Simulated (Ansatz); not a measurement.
Species: SnBr₂, charge 0, singlet. SnBr2 (SMILES [Br][Sn][Br]).
B3LYP-D3(BJ)/def2-TZVP minimum from Ansatz (an electronic-structure program):
```xyz
3

Sn     0.0111    -0.0013     0.9566
Br     0.9780     1.6801    -0.6925
Br    -0.9940    -1.6782    -0.6740
```

Quantity: atomisation energy (electronic, to ground-state atoms), in kcal/mol. Radicals and triplets start from unrestricted determinants; spin-orbit coupling is neglected. Correlated methods leave the cores frozen (noble-gas shells, and filled d and f shells in the p block). Past Kr the def2 sets carry scalar-relativistic core potentials. CBS(X,Y): correlation extrapolated as X^-3, Hartree-Fock from the larger set. A bracket is a step between two methods taken in the basis named. Spin-orbit terms, left out, reach several kcal/mol for Br and I, and more for heavier atoms.

CCSD(T)/CBS(def2-TZVPP,def2-QZVPP) + [CCSDT(Q) - CCSD(T)]/def2-TZVPP (Ansatz) gives 166.6 kcal/mol.

What does PBE/def2-TZVPD (Ansatz) give here, and how do the other levels compare?

PBE gives 172.3 kcal/mol, 5.7 kcal/mol above it. Differences of the others: r2SCAN/def2-TZVPD (Ansatz) 4.0; B3LYP/def2-TZVPD (Ansatz) -4.7; PBE0/def2-TZVPD (Ansatz) -0.6; wB97M-V/def2-TZVPD (Ansatz) -4.0; B2PLYP/def2-TZVPD (Ansatz) -4.5; CCSD(T)/CBS(def2-TZVPP,def2-QZVPP) (Ansatz) -0.2 kcal/mol.
